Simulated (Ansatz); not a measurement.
Isolated molecules relaxed with PBE0-D4/def2-TZVP in Ansatz; ΔE leaves out vibrations. CCSD(T)/CBS adds triple-zeta CCSD(T) − MP2 to the extrapolated MP2 energy (def2 sets, frozen cores). DFT in def2-TZVPP. B3LYP here is the variant with VWN-RPA as its local correlation; programs differ in this. One conformer a species, not always the lowest.

Reaction (isomerisation): `O[Si]([SiH3])(S)Cl` → `O[SiH2]S[SiH2]Cl`

`O[Si]([SiH3])(S)Cl`:

```xyz
10

O    -1.116    0.976    1.367
Si   -0.660    0.014    0.128
Si    1.564    0.496   -0.377
S    -0.996   -2.010    0.726
Cl   -1.802    0.368   -1.558
H    -2.004    0.868    1.718
H     1.705    1.910   -0.810
H     1.987   -0.407   -1.479
H     2.409    0.247    0.820
H    -1.088   -2.463   -0.535
```

`O[SiH2]S[SiH2]Cl`:

Cartesian coordinates in Å:
```
O -0.516 -0.623 -1.671
Si 0.957 -0.742 -0.967
S 1.296 0.828 0.455
Si -0.555 0.678 1.480
Cl -2.042 1.727 0.518
H -0.814 0.240 -1.966
H 0.964 -2.066 -0.310
H 2.085 -0.604 -1.921
H -0.378 1.294 2.812
H -0.996 -0.731 1.570
```

Is it downhill or uphill in electronic energy at CCSD(T)/CBS, and by how much? (Estimate.)

Computed: Downhill: ΔE = -0.60 eV.

What do these levels give: PBE-D4, r2SCAN-D4, PBE0-D4, B3LYP-D4, ωB97M-V, PBE, PBE0, HF/def2-TZVPP, MP2/def2-TZVPP, CCSD/def2-TZVPP, MP2/def2-QZVPP, HF/CBS(def2)? (An estimate is asked.)

Ansatz gave: PBE-D4 -0.46, r2SCAN-D4 -0.56, PBE0-D4 -0.51, B3LYP-D4 -0.54, ωB97M-V -0.62, PBE -0.45, PBE0 -0.51, HF/def2-TZVPP -0.67, MP2/def2-TZVPP -0.68, CCSD/def2-TZVPP -0.58, MP2/def2-QZVPP -0.70, HF/CBS(def2) -0.68 eV.

Largest T1 diagnostic among the species: 0.012.

From PBE to PBE0 (25 % exact exchange), in def2-TZVPP and without D4, ΔE moves by −0.06 eV.
